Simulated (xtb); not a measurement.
CH₄O₄Si, SMILES O=C(O)[SiH](O)O. All values are semi-empirical tight-binding results from xtb (GFN2-xTB unless named), good for trends rather than for accurate numbers. Geometry optimised at GFN2-xTB. One conformer was computed; it need not be the lowest.

```yaml
orbital_gap: 3.71 eV
dipole_moment: 1.36 D
zero_point_energy: 36.6 kcal/mol
G − E(el) at 298.15 K (modified RRHO): 16.3 kcal/mol
static polarisability (D4 model): 61.0 bohr³
solvation energy, GFN2-xTB/ALPB(water): -14.0 kcal/mol
solvation energy, GFN2-xTB/ALPB(toluene): -5.1 kcal/mol
```
